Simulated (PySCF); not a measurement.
Se(SiH3)2 (H₆SeSi₂), SMILES [SiH3][Se][SiH3]. Atoms are numbered in the order given.

```xyz
9

Se     0.0000     0.0000     0.7985
Si    -1.6892     0.0000    -0.7422
H     -2.9599     0.0000     0.0366
H     -1.6196    -1.2136    -1.6097
H     -1.6196     1.2136    -1.6097
Si     1.6892     0.0000    -0.7422
H      1.6196     1.2136    -1.6097
H      1.6196    -1.2136    -1.6097
H      2.9599     0.0000     0.0366
```
Charge 0, spin multiplicity 1.

Geometry optimised at PBE0-D3(BJ)/def2-SVP.

Computed with B3LYP/def2-TZVPD in PySCF.

ESP charges are fitted to the potential on shells at 1.4 to 2.0 van der Waals radii. Atomic charges (e):

```json
[
 {"atom": "Se1", "ESP fit": "-0.14", "meta-Löwdin": "___"},
 {"atom": "Si2", "ESP fit": "0.07", "meta-Löwdin": "___"},
 {"atom": "H3", "ESP fit": "0.02", "meta-Löwdin": "___"},
 {"atom": "H4", "ESP fit": "-0.01", "meta-Löwdin": "___"},
 {"atom": "H5", "ESP fit": "-0.01", "meta-Löwdin": "___"},
 {"atom": "Si6", "ESP fit": "0.07", "meta-Löwdin": "___"},
 {"atom": "H7", "ESP fit": "-0.01", "meta-Löwdin": "___"},
 {"atom": "H8", "ESP fit": "-0.01", "meta-Löwdin": "___"},
 {"atom": "H9", "ESP fit": "0.02", "meta-Löwdin": "___"}
]
```

Complete the blanks. (An estimate is asked for; the answer gives what the named calculation found.)


- Se1, meta-Löwdin: -0.29
- Si2, meta-Löwdin: 0.42
- H3, meta-Löwdin: -0.08
- H4, meta-Löwdin: -0.10
- H5, meta-Löwdin: -0.10
- Si6, meta-Löwdin: 0.42
- H7, meta-Löwdin: -0.10
- H8, meta-Löwdin: -0.10
- H9, meta-Löwdin: -0.08
